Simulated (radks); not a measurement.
The numbers below are computed, except where a source is named.
How relativity changes the ionisation of neutral terbium ([Xe] 4f9 6s2) to Tb+ ([Xe] 4f9 6s1). Spin-unpolarised spherical Kohn-Sham, PBE, point nucleus unless stated (finite: rms radius 5.06 fm), a radial shooting solver on a logarithmic mesh with Libxc functionals. A level marked "c x" has the speed of light scaled by that factor and shares open shells by 2j + 1; other Dirac levels either fill j = l - 1/2 first or share by 2j + 1.

| level | E(Tb) (hartree) | E(Tb+) (hartree) | IE (eV) | HOMO | <r> HOMO (bohr) |
|---|---|---|---|---|---|
| non-rel. | -11229.6001 | -11229.3880 | 5.771 | 6s | 4.439 |
| scalar-rel. | -11708.9410 | -11708.7145 | 6.164 | 4f | 0.9103 |
| scalar-rel., finite nucleus | -11708.0182 | -11707.7917 | 6.163 | 4f | 0.9103 |
| Dirac, 2j+1 shares | -11718.8709 | -11718.6443 | 6.166 | 4f7/2 | 0.9213 |
| Dirac, low j first | -11718.9325 | -11718.7060 | 6.163 | 4f7/2 | 0.9251 |
| Dirac, 2j+1 shares, finite nucleus | -11717.9423 | -11717.7157 | 6.165 | 4f7/2 | 0.9212 |
| Dirac, c x 1.5 | -11433.0190 | -11432.8013 | 5.922 | 6s1/2 | 4.327 |
| Dirac, c x 3 | -11278.6218 | -11278.4085 | 5.806 | 6s1/2 | 4.413 |
| Dirac, c x 10 | -11233.9651 | -11233.7529 | 5.774 | 6s1/2 | 4.437 |

NIST Atomic Spectra Database: 5.864 eV (measured). The relativistic part of the total energy of Tb is -488.3 hartree (Dirac, 2j+1 shares, finite nucleus), 4.3 % of the non-relativistic value. Spin polarisation and multiplet splitting of open shells are left out at every level.

Beside tabulated values, note that relativity, absent from the non-relativistic runs, is large for the heavy elements, and spin-unpolarised runs miss the spin-polarisation part of the exchange energy of open shells.
